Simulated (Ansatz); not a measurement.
Calculated with Ansatz (gas phase, PBE0-D4/def2-TZVP geometries, no zero-point term in ΔE). CCSD(T)/CBS is the MP2 limit (def2-TZVPP, def2-QZVPP) plus CCSD(T) − MP2 in def2-TZVPP, frozen cores. This one scheme is used for every species. DFT in def2-TZVPP. Each species was taken in one conformer, which may not be the lowest.

Reaction (silylene formation by 1,1-elimination): `C[SiH2]BCl` → `BCl` + `C[SiH]`

```
             level  ΔE (kJ/mol)  difference from CCSD(T)/CBS
            PBE-D4        225.2                          8.9
           PBE0-D4        231.7                         15.4
           ωB97X-V        227.0                         10.7
          PBE-QIDH        231.6                         15.3
            r2SCAN        234.0                         17.7
              PBE0        224.3                          8.0
           r2SCANh        234.1                         17.8
      MP2/def2-SVP        216.4                          0.1
SCS-MP2/def2-TZVPP        211.8                         -4.5
CCSD(T)/def2-TZVPP        210.4                         -5.9
       CCSD(T)/CBS        216.3                            0
```

Largest T1 diagnostic among the species: 0.012.

From PBE to PBE0 (25 % exact exchange), in def2-TZVPP and without D4, ΔE moves by +7.4 kJ/mol. Leaving LDA and LC-ωPBE aside and taking each functional with its dispersion term where it has one, the values, not all of them listed here, spread over 34.9 kJ/mol, from BLYP-D4 to r2SCAN0-D4. LDA lies +33.3 kJ/mol from PBE without D4.
